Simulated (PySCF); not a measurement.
Isomers of C4H12GeO. Theory: PBE0-D3(BJ)/def2-SVP geometry optimisation, gas phase in PySCF 2.14.0. One conformer each; no zero-point energy, no entropy. No frequencies were run at this level. Point groups hold within 0.08 Å.

**Question.** Order them by energy at this level, lowest first, and give relative energies in kcal/mol.
A. Ge(OMe)Me3 (`C[O][Ge]([CH3])([CH3])[CH3]`)
B. `[CH3:1][CH2:2][Ge@H:3]([CH3:4])[O:5][CH3:6]` with C1–C2–Ge3–C4 56°, C2–Ge3–O5–C6 -60°
C. `[CH3:1][CH2:2][C@@H:3]([CH3:4])[O:5][GeH3:6]` with C1–C2–C3–C4 178°, C2–C3–O5–Ge6 157°

**Answer.** A (0.0), B (8.9), C (14.3).

```csv
SMILES,E (Eh),E rel (kcal/mol),dipole (D),point group,"A, B, C (MHz)"
C[O][Ge]([CH3])([CH3])[CH3],-2310.94537,0.0,1.58,near Cs,"2834, 1870, 1868"
C[CH2][Ge@H]([CH3])[O]C,-2310.93124,8.9,1.38,C1,"2477, 2136, 1459"
CC[C@@H](C)[O][GeH3],-2310.92252,14.3,1.07,C1,"3805, 1162, 940.3"
```
